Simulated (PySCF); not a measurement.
**MZn cations for M along group 14**

PBE0 with double-zeta basis sets in PySCF, for the lowest determinant that a PBE0 search found; no spin–orbit coupling. De refers to high-spin ground-configuration atoms (the charge goes to the atom of lower measured ionisation energy or higher electron affinity, which is not always the lowest computed limit). A positive dipole points towards Zn; it is taken about the centre of mass and depends on that origin.

| M | basis | charged atom | state (unpaired electrons) | Re (Å) | ωe (cm⁻¹) | De (eV) | μ (D) |
| --- | --- | --- | --- | --- | --- | --- | --- |
| C | def2-SVP | Zn+ | doublet (π ↑) | 2.111 | 413 | 1.55 | 1.10 |
| Si | def2-SVP | Si+ | doublet (π ↑) | 2.529 | 241 | 2.01 | -0.40 |
| Ge | pcseg-1 | Ge+ | doublet (π ↑) | 2.598 | 175 | 1.72 | 1.70 |
| Sn | def2-SVPD | Sn+ | doublet (π ↑) | 2.775 | 146 | 1.51 | 2.21 |
| Pb | def2-SVP | Pb+ | doublet (π ↑) | 2.850 | 129 | n/a | 3.38 |

Task: By what factor does the bond length vary along the series?

Result: At PBE0 it runs from 2.111 Å (ZnC⁺) to 2.775 Å (ZnSn⁺), a factor of 1.31.

The rows differ in basis set, which adds steps of its own.

Down a group the atoms grow and get heavier, so bonds lengthen and wavenumbers fall; this series shows no clear exception.

These are scalar-relativistic numbers at best; spin–orbit coupling would shift them, the dissociation energy most. For an ion De counts to the pair picked by the measured ionisation energies or electron affinities, which need not be the lowest pair at this level. States were picked by a PBE0 search and need not be the measured ground states.
